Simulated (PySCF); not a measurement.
The multiplicity is imposed and other spin states were not computed.

Cartesian coordinates (Å):
```xyz
6

Cd     0.2676    -0.0734     0.0206
O      0.7638     1.7155     0.7145
H      0.3404     1.8496     1.5841
N     -0.2903    -1.9133    -0.6095
H      0.5377    -2.4997    -0.7830
H     -0.7679    -1.8498    -1.5192
```
Charge 0, spin multiplicity 1.

Estimate the charge on the central atom (Mulliken), HOMO–LUMO gap and total energy that PySCF with TPSSh-D3(BJ)/def2-TZVP // TPSS-D3(BJ)/def2-SVP returns for this input.


```json
{
  "charge on the central atom (Mulliken)": "0.78 e",
  "HOMO–LUMO gap": "5.00 eV",
  "total_energy": "-299.5368 Ha"
}
```
